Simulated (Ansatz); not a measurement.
Basis-set extrapolation for `CC1=CC(C)=[O+][B-](C)(F)O1` (PBE0-D4/def2-TZVP geometry, frozen core, the Gaussian-basis code of Ansatz). Multiplicity 1, RHF reference.

```csv
,def2-TZVPP,def2-QZVPP
HF,-507.230128,-507.252296
MP2 correlation,-1.798046,-1.928576
CCSD(T) correlation,-1.926556,not run
```

Energies in hartree. Use E(X) = E(∞) + A·exp(−7.88·√X) for Hartree–Fock and E(X) = E(∞) + B·X^(−2.97) for correlation, with X = 3 and 4, and add CCSD(T) minus MP2 of the smaller set to the MP2 limit.

Q: What is the CCSD(T) energy at the basis-set limit?

A: HF limit: -507.252296 + (-0.022168) × 0.13774 = -507.25535. MP2 limit: -1.928576 + (-0.130530) × 0.74074 = -2.02526. Higher-order term: -1.926556 − (-1.798046) = -0.12851. Total: -509.40912 hartree, 662.8 kJ/mol below CCSD(T)/def2-TZVPP.
